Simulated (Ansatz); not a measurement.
`CC(O)O[SiH3]`. Charge 0, multiplicity 1. All single points use the PBE0-D4/def2-TZVP geometry. It is one conformer, not always the lowest.

```xyz
13

C     1.527   -0.386   -0.470
C     0.088   -0.097   -0.807
O     0.057    0.506   -2.057
O    -0.494    0.783    0.134
Si   -1.201    0.309    1.541
H     2.086    0.551   -0.450
H     1.963   -1.046   -1.221
H     1.603   -0.867    0.507
H    -0.503   -1.029   -0.816
H    -0.854    0.751   -2.247
H    -2.165   -0.798    1.281
H    -0.201   -0.174    2.531
H    -1.905    1.496    2.076
```

**Question.** What is the dipole moment at B3LYP/def2-TZVPP? (Best estimate.)

**Answer.** Ansatz gave: 1.35 D, with components (-0.77, -1.04, 0.39) D in this frame, pointing from negative to positive charge.

**Question.** And with PBE, r2SCAN, ωB97M-V? (Best estimate.)

**Answer.** The calculation gave: PBE 1.21 D, r2SCAN 1.25 D, ωB97M-V 1.35 D.

**Question.** Give the Mulliken charges with B3LYP, r2SCAN, ωB97M-V in def2-TZVPP. (Estimate.)

**Answer.** The calculation gave: 
| atom | B3LYP | r2SCAN | ωB97M-V |
| --- | --- | --- | --- |
| C1 | -0.21 | -0.11 | -0.25 |
| C2 | 0.22 | 0.27 | 0.15 |
| O3 | -0.32 | -0.33 | -0.29 |
| O4 | -0.37 | -0.38 | -0.36 |
| Si5 | 0.41 | 0.42 | 0.29 |
| H6 | 0.09 | 0.05 | 0.11 |
| H7 | 0.09 | 0.05 | 0.11 |
| H8 | 0.07 | 0.04 | 0.08 |
| H9 | 0.05 | 0.02 | 0.08 |
| H10 | 0.18 | 0.20 | 0.17 |
| H11 | -0.08 | -0.08 | -0.04 |
| H12 | -0.08 | -0.08 | -0.04 |
| H13 | -0.06 | -0.07 | -0.02 |

B3LYP here is the variant with VWN-RPA as its local correlation; programs differ in this.
